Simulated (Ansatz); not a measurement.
`[SiH3]OC[SiH2]Cl` → `O[SiH2]C([SiH3])Cl`  (isomerisation)

Program: Ansatz. Geometries: PBE0-D4/def2-TZVP. ΔE: electronic, gas phase. CCSD(T)/CBS is the MP2 limit (def2-TZVPP, def2-QZVPP) plus CCSD(T) − MP2 in def2-TZVPP, frozen cores. Functionals use def2-TZVPP. One conformer a species, not always the lowest.

```json
{"species": "`[SiH3]OC[SiH2]Cl`", "PBE0-D4 energy (Eh)": "-1156.35424"}
{"species": "`O[SiH2]C([SiH3])Cl`", "PBE0-D4 energy (Eh)": "-1156.33468"}
```

(1) Work out ΔE.

Largest T1 diagnostic among the species: 0.011.

## Answers

(1) ΔE = (-1156.33468) − (-1156.35424) = 0.01956 Eh = +0.53 eV. CCSD(T)/CBS gives +0.52 eV.

The D4 term adds −0.07 eV with B3LYP and −0.04 eV with PBE0; it sums over pairs of atoms, weighted by their polarisabilities, and B3LYP, whose exchange is more repulsive, gets the larger term. In def2-TZVPP, CCSD(T) changes the Hartree–Fock value by −0.28 eV (the triples alone add −0.04 eV) and MP2 by −0.30 eV.

B3LYP here is the variant with VWN-RPA as its local correlation; programs differ in this.
